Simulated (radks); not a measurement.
All-electron atom: W in [Xe] 4f14 5d4 6p2 (not the ground configuration).

All-electron calculation, scalar-relativistic Kohn-Sham, XLYP, spin-unpolarised, spherical densities, point nucleus. Program: a radial shooting solver on a logarithmic mesh with Libxc functionals.

Energy parts (hartree):
| part | energy |
|---|---|
| total | -16144.0635 |
| kinetic | 17792.7759 |
| electron-nucleus | -39910.2655 |
| Hartree | 6297.8712 |
| exchange-correlation | -324.4452 |

Orbitals (lengths in bohr, moments of r in powers of bohr):
orbital,occ.,eigenvalue (hartree),<r^2>
1s,2,-2554.556,0.0004627
2s,2,-440.9967,0.007117
2p,6,-385.6531,0.005890
3s,2,-101.6392,0.04621
3p,6,-85.25427,0.04698
3d,10,-66.41890,0.03897
4s,2,-21.04476,0.2281
4p,6,-15.67117,0.2599
4d,10,-8.86452,0.3030
5s,2,-3.01255,1.279
5p,6,-1.69333,1.767
4f,14,-1.32411,0.4645
5d,4,-0.25858,4.719
6p,2,-0.09604,21.98

The highest occupied level is 6p at -2.613 eV. Summed over all electrons, <r^2> = 88.37 bohr^2, which gives a Langevin (diamagnetic) susceptibility term of -70 x 10^-6 cm^3/mol.
